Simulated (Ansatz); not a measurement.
`C[S][AlH2]` + `[SH][Cd][Cl]` → `C[S][Cd][Cl]` + `[AlH2][SH]`  (substitution at a C–S bond)

Program: Ansatz. Geometries: PBE0-D4/def2-TZVP. ΔE: electronic, gas phase. CCSD(T)/CBS is the MP2 limit (def2-TZVPP, def2-QZVPP) plus CCSD(T) − MP2 in def2-TZVPP, frozen cores. This one scheme is used for every species. DFT in def2-TZVPP. HSE06 is defined as in plane-wave codes. Elements past krypton have def2 core potentials. For Cd outer-core shells are correlated without core-valence functions, which leaves a few kJ/mol of doubt a bond. Each species was taken in one conformer, which may not be the lowest.

`C[S][AlH2]`:

Z-matrix (Å, degrees):
```
C
S 1 1.822
H 1 1.090 2 111.6
H 1 1.089 2 108.7 3 120.6
H 1 1.089 2 108.7 3 -120.6
Al 2 2.168 1 102.5 3 -0.3
H 6 1.585 2 117.5 1 0.1
H 6 1.580 2 117.5 1 -179.9
```

`[SH][Cd][Cl]`:

Cartesian coordinates in Å:
```
S -0.801 1.153 1.034
Cd 0.635 -0.209 -0.184
Cl 2.069 -1.528 -1.364
H -1.903 0.584 0.514
```

`C[S][Cd][Cl]`:

Cartesian coordinates in Å:
```
C -0.965 0.162 0.813
S -0.817 0.485 -0.974
Cd 1.365 -0.168 -1.438
Cl 3.503 -0.801 -1.928
H -0.268 0.761 1.396
H -1.980 0.455 1.083
H -0.838 -0.894 1.049
```

`[AlH2][SH]`:

Cartesian coordinates in Å:
```
Al -0.466 0.037 -0.454
S 1.559 0.179 0.344
H -0.649 0.396 -1.980
H -1.636 -0.411 0.510
H 1.192 -0.201 1.580
```

```tsv
level	ΔE (kcal/mol)	difference from CCSD(T)/CBS
B97M-V	1.5	0.2
CAM-B3LYP-D4	1.2	-0.1
ωB97X-V	1.3	0.0
B2PLYP	1.0	-0.3
PBE	1.1	-0.2
HSE06	1.3	0.0
CAM-B3LYP	1.3	0.0
LC-ωPBE	1.4	0.1
RPA@PBE/def2-TZVPP	0.9	-0.4
CCSD/def2-SVP	0.7	-0.6
CCSD/def2-TZVPP	1.1	-0.2
CCSD(T)/def2-TZVPP	1.1	-0.2
HF/def2-QZVPP	1.5	0.2
MP2/def2-QZVPP	1.0	-0.3
HF/CBS(def2)	1.5	0.2
MP2/CBS(def2)	1.1	-0.2
CCSD(T)/CBS	1.3	0
```

Q: What do rigid-rotor, harmonic-oscillator terms from PBE0-D4/def2-TZVP frequencies (298.15 K, 1 bar) make of the CCSD(T)/CBS value? (An estimate is asked.)

A: Computed: ΔZPE = +0.2 kcal/mol, ΔH = +1.4 kcal/mol, ΔS = 0 J/(mol·K), ΔG = +1.4 kcal/mol.

Largest T1 diagnostic among the species: 0.013.

Leaving LDA and LC-ωPBE aside and taking each functional with its dispersion term where it has one, the values, not all of them listed here, spread over 0.7 kcal/mol, from BLYP-D4 to B97M-V.
